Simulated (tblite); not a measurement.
Species: C6H13PS.
Geometry (GFN2-xTB, Å), atoms numbered from 1 in this order:
```
atom  x, y, z in Å
C1     2.9897    0.1526   -0.0562
C2     1.7678   -0.6816    0.3046
P3     0.3264   -0.3188   -0.8156
C4    -0.9265   -1.4011    0.0437
C5    -2.3387   -1.0451   -0.3870
S6    -2.8793    0.5510    0.3013
C7    -1.6462    1.6318   -0.4892
C8    -0.2295    1.2936   -0.0581
H9     2.7878    1.2129    0.0800
H10    3.8349   -0.1173    0.5741
H11    3.2679   -0.0105   -1.0953
H12    1.9965   -1.7451    0.1872
H13    1.4787   -0.5092    1.3458
H14   -0.7136   -2.4380   -0.2352
H15   -0.8309   -1.3076    1.1299
H16   -2.4227   -0.9868   -1.4743
H17   -3.0601   -1.7711   -0.0111
H18   -1.7666    1.5428   -1.5710
H19   -1.9208    2.6413   -0.1815
H20    0.4464    2.0795   -0.4087
H21   -0.1701    1.2436    1.0338
```

Level: GFN2-xTB in tblite, geometry and Hessian alike; calculated harmonic values, unscaled, isolated species. The method is semi-empirical: single wavenumbers can be off by several per cent or more. One conformer, not necessarily the lowest.

Harmonic wavenumbers (cm⁻¹): 63.8, 96.0, 147.9, 193.6, 200.4, 238.3, 251.5, 305.7, 321.9, 348.1, 435.3, 646.2, 675.9, 685.1, 689.9, 706.3, 763.3, 795.6, 866.6, 867.8, 927.6, 994.5, 1014.4, 1043.7, 1051.6, 1067.7, 1076.2, 1100.1, 1132.4, 1162.4, 1224.5, 1248.4, 1251.2, 1254.2, 1258.7, 1268.6, 1410.3, 1421.4, 1429.6, 1439.6, 1444.4, 1446.2, 1497.8, 1501.6, 2923.1, 2924.9, 2932.1, 2936.5, 2939.0, 2946.6, 2954.5, 2955.0, 2988.3, 2989.1, 3020.7, 3028.9, 3035.8.

A = 2989, B = 871.2, C = 745.3 MHz; mass 148.048 u (most abundant isotopes); point group C1, symmetry number 1.

Q: Zero-point energy?

A: Half the sum of the wavenumbers: 38770 cm⁻¹ = 463.80 kJ/mol.

Q: What is S at 273.15 K and 1 bar for an ideal gas of classical rigid rotors and harmonic oscillators?

A: Translation 169.36, rotation 122.31, vibration 100.59: S = 392.3 J/(mol K).

Q: And Cp and H(273.15 K) − H(0)?

A: Cp = 151.52 J/(mol K), of which vibrations give 118.26 (their classical limit is 57 R = 473.9); H(273.15 K) − H(0) = 24.60 kJ/mol without the zero-point energy, 15.51 from vibrations.

Q: Blend soft modes into free rotors: weight 1/[1 + (100 cm⁻¹/ν̃)⁴] for the oscillator and the rest for a rotor with moment μB/(μ + B), μ = h/(8π²ν), B = 10⁻⁴⁴ kg m². What vibrational entropy results?

A: 95.99 J/(mol K) in place of 100.59, which changes −T·S at 273.15 K by +1.26 kJ/mol.

Q: What must be added to the electronic energy to get the Gibbs energy at 273.15 K and 1 bar?

A: ZPE + [H(273.15 K) − H(0)] − T·S = 463.80 + 24.60 − 107.15 = 381.25 kJ/mol.

Q: Which modes carry the vibrational entropy at 273.15 K?

A: 63.8 cm⁻¹: 17.42; 96.0 cm⁻¹: 14.07; 147.9 cm⁻¹: 10.60; 193.6 cm⁻¹: 8.50; 200.4 cm⁻¹: 8.24; 238.3 cm⁻¹: 6.95 J/(mol K); the other 51 give 34.80 together.

Q: How do the functions run with temperature in this model?

A: 
| T (K) | S (J/(mol K)) | Cp (J/(mol K)) | H − H(0) (kJ/mol) | G − H(0) (kJ/mol) | ln q(vib) |
| --- | --- | --- | --- | --- | --- |
| 50 | 242.8 | 49.1 | 1.93 | -10.21 | 0.26 |
| 100 | 285.0 | 75.3 | 5.05 | -23.45 | 1.14 |
| 298.15 | 406.0 | 163.5 | 28.54 | -92.53 | 5.89 |
| 373.15 | 446.6 | 199.0 | 42.14 | -124.51 | 7.80 |
| 500 | 512.4 | 251.7 | 70.85 | -185.38 | 11.09 |
| 750 | 629.6 | 325.5 | 143.68 | -328.49 | 17.56 |
| 1000 | 730.3 | 374.1 | 231.52 | -498.78 | 23.72 |

q(vib) and H(0) count from the zero-point level.

Hindered rotation and anharmonicity are outside this model. Other conformers, if any are populated, would add a mixing term that is left out. The structure is chiral; the term R ln 2 for an equal mix with its mirror image is left out.
